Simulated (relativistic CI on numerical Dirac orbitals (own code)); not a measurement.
## Sensitivity of the levels of Zr¹⁹⁺ to α and to the nuclear radius

Method of calculation: Dirac-Coulomb-Breit CI, KLI orbitals optimised for each configuration, derivatives by finite differences, unscaled Slater integrals, QED left out (own radial code, finite nucleus).

Configuration list (outside the closed core [Ne]): 3s²3p⁶3d³, 3s²3p⁵3d⁴, 3s3p⁶3d⁴, 3p⁶3d⁵, 3s²3p⁶3d²4s, 3s²3p⁶3d²4p, 3s²3p⁶3d²4d, 3s²3p⁶3d²4f. Levels of other configurations are missing.

With x = (α/α₀)² − 1 an excitation energy changes as ω = ω₀ + qx; K = 2q/ω₀ is the relative enhancement. Terms are leading LS components, so labels can repeat. The field-shift factor is F = δν/δ⟨r²⟩ for the transition from the lowest level.

Lowest level 3s²3p⁶3d³ ⁴F3/2.

```tsv
Level	ω₀ (cm⁻¹)	q (cm⁻¹)	F (GHz/fm²)
3s²3p⁶3d³ ⁴F5/2	11798	15000	0.0815
3s²3p⁶3d³ ⁴F7/2	23834	26290	0.146
3s²3p⁶3d³ ⁴F9/2	34768	32540	0.184
3s²3p⁶3d³ ⁴P3/2	56645	5152	0.0215
3s²3p⁶3d³ ⁴P1/2	60688	13210	0.0511
3s²3p⁶3d³ ²G7/2	71323	24300	0.167
3s²3p⁶3d³ ²H9/2	74900	23200	0.195
3s²3p⁶3d³ ⁴P5/2	77788	31550	0.142
3s²3p⁶3d³ ²D3/2	88919	30590	0.157
3s²3p⁶3d³ ²P1/2	95357	33620	0.218
3s²3p⁶3d³ ²H11/2	102123	34660	0.302
3s²3p⁶3d³ ²H9/2	107057	50230	0.348
3s²3p⁶3d³ ²D5/2	108871	40530	0.194
3s²3p⁶3d³ ²P3/2	122629	57640	0.344
3s²3p⁶3d³ ²F7/2	145045	30780	0.225
3s²3p⁶3d³ ²F5/2	147320	28700	0.214
3s²3p⁶3d³ ²D5/2	221462	40240	0.381
3s²3p⁶3d³ ²D3/2	223348	37460	0.348
3s²3p⁵3d⁴ ⁶D°7/2	903493	53820	1.52
3s²3p⁵3d⁴ ⁶D°5/2	904202	49900	1.43
3s²3p⁵3d⁴ ⁶D°9/2	907511	60590	1.58
3s²3p⁵3d⁴ ⁶D°3/2	909250	50280	1.32
3s²3p⁵3d⁴ ⁶D°1/2	919181	65520	1.2
```

At this charge energies of transitions that change n are usually good to better than 1 %, and those within a shell (Δn = 0) to a few per cent. Terms inside the open d or f shell come out 10 to 20 % too wide with unscaled integrals.

Which transition from the lowest level has the largest |K|?

3s²3p⁶3d³ ⁴F5/2 at 11798 cm⁻¹, K = 2.54.
